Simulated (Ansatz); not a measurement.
Consider the isomerisation: `O[SiH](F)O[SiH2]F` → `O[Si@H](F)[Si@H](O)F`.

Program: Ansatz. Geometries: PBE0-D4/def2-TZVP. ΔE: electronic, gas phase. CBS: MP2 limit from def2 TZ/QZ plus the TZ coupled-cluster correction, frozen cores. DFT in def2-TZVPP. Each species was taken in one conformer, which may not be the lowest.

(1) Is it downhill or uphill in electronic energy at CCSD(T)/CBS, and by how much? (Estimate.)

(2) What do these levels give: r2SCAN-D4, PBE, r2SCAN0, LC-ωPBE, MP2/def2-SVP, CCSD/def2-SVP, CCSD(T)/def2-SVP, HF/def2-TZVPP, CCSD/def2-TZVPP, CCSD(T)/def2-TZVPP, HF/def2-QZVPP, HF/CBS(def2)? (Estimate.)

Largest T1 diagnostic among the species: 0.013.

## Answers

(1) Computed: Uphill: ΔE = +40.5 kcal/mol.

(2) Ansatz gave: r2SCAN-D4 38.5, PBE 32.3, r2SCAN0 40.3, LC-ωPBE 37.4, MP2/def2-SVP 42.4, CCSD/def2-SVP 41.7, CCSD(T)/def2-SVP 40.9, HF/def2-TZVPP 47.4, CCSD/def2-TZVPP 42.0, CCSD(T)/def2-TZVPP 40.9, HF/def2-QZVPP 48.2, HF/CBS(def2) 48.2 kcal/mol.

From PBE to PBE0 (25 % exact exchange), in def2-TZVPP and without D4, ΔE moves by +3.5 kcal/mol. Leaving LDA and LC-ωPBE aside and taking each functional with its dispersion term where it has one, the values, not all of them listed here, spread over 10.6 kcal/mol, from revPBE-D4 to BHLYP-D4. LDA lies +1.7 kcal/mol from PBE without D4. In def2-TZVPP, CCSD(T) changes the Hartree–Fock value by −6.5 kcal/mol (the triples alone add −1.0 kcal/mol) and MP2 by −5.0 kcal/mol.
